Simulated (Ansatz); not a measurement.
A nudged elastic band was laid between two geometries of C2H9BOSi (14 atoms, charge 0, multiplicity 1).

Theory: Ansatz 0.2.0, RKS PBE0/6-31G*.

* movable images: 7
* climbing image: yes
* spring: 5.0 eV/Å²
* optimiser: quadratic models (default)
* start path: through a guess of the saddle point
* force threshold: 0.05 eV/Å
* iteration limit: 60
* end points: relaxed

Initial state:

```xyz
14
Properties=species:S:1:pos:R:3
C -1.753 0.015 1.929
O -1.223 -0.290 0.657
B 0.095 -0.518 0.465
C 0.611 -0.800 -0.982
Si 1.323 0.774 -1.744
H -0.972 0.035 2.698
H -2.243 0.994 1.885
H -2.502 -0.738 2.193
H 0.844 -0.460 1.412
H 1.425 -1.537 -0.972
H -0.189 -1.161 -1.639
H 0.272 1.823 -1.876
H 2.418 1.327 -0.896
H 1.883 0.508 -3.101
```

Final state:

```xyz
14
Properties=species:S:1:pos:R:3
C -1.162 0.351 1.451
O -1.177 -1.130 1.653
B 0.141 -0.264 0.861
C 0.257 -0.603 -0.679
Si 1.209 0.765 -1.559
H -1.195 0.810 2.437
H -1.999 0.670 0.826
H -1.700 -1.524 0.939
H 1.097 -0.359 1.578
H 0.805 -1.538 -0.854
H -0.716 -0.682 -1.188
H 0.479 2.064 -1.463
H 2.562 0.954 -0.963
H 1.386 0.457 -3.009
```

Question: Which bonds break or form, and what moves?

Answer: Bonds broken: C1–H8. Bonds formed: C1–B3, O2–H8.

Question: Give the energies along the band, and the barrier.

Answer: The run converged. The highest image is number 5 of 0 to 8, 379.2 kJ/mol above the first end and 202.9 kJ/mol above the last; the last end lies 176.3 kJ/mol above the first. Neighbouring images differ by up to 2.8 eV, so the band resolves the path poorly. A vibrational analysis at the climbing image gives one clearly imaginary mode, 1479i cm⁻¹: a first-order saddle point. The orbitals stay closed-shell, which can raise the energy where a bond breaks towards radicals; this wasn't checked here.

```tsv
image	path coordinate (Å)	energy (kJ/mol)	C1–H8 (Å)	C1–B3 (Å)	O2–H8 (Å)
0	0.00	0.0	1.09	2.42	2.05
1	0.80	2.8	1.09	2.42	2.05
2	1.61	21.1	1.09	2.42	2.05
3	2.41	57.9	1.09	2.35	2.03
4	3.22	110.1	1.07	2.10	1.86
5	4.02	379.2	1.25	1.64	1.21
6	4.73	216.9	1.84	1.55	0.96
7	5.43	178.0	2.01	1.56	0.97
8	6.14	176.3	2.02	1.56	0.97
```

Question: What is the geometry of the highest image?

Answer: 
```xyz
14
Properties=species:S:1:pos:R:3:forces:R:3
C -1.156 0.246 1.371 0.01 -0.02 -0.02
O -1.039 -1.355 1.389 -0.01 0.01 0.00
B 0.118 -0.627 0.807 0.01 0.02 0.00
C 0.337 -0.719 -0.768 0.00 0.00 0.00
Si 1.100 0.843 -1.475 -0.01 0.00 0.00
H -1.047 0.710 2.343 0.00 0.00 0.00
H -1.714 0.665 0.536 0.00 0.01 0.00
H -2.004 -0.646 1.580 0.01 -0.01 0.01
H 1.052 -0.590 1.566 0.00 0.00 0.00
H 1.009 -1.558 -0.993 0.00 0.00 0.00
H -0.604 -0.923 -1.299 0.00 0.00 0.00
H 0.163 1.998 -1.311 0.00 0.00 0.00
H 2.372 1.199 -0.782 0.00 0.00 0.00
H 1.399 0.728 -2.935 0.00 0.00 0.00
```

The run took 3.2 min on 2 threads of Intel(R) Xeon(R) 6975P-C (Granite Rapids) (shared host), peak memory 0.26 GiB.
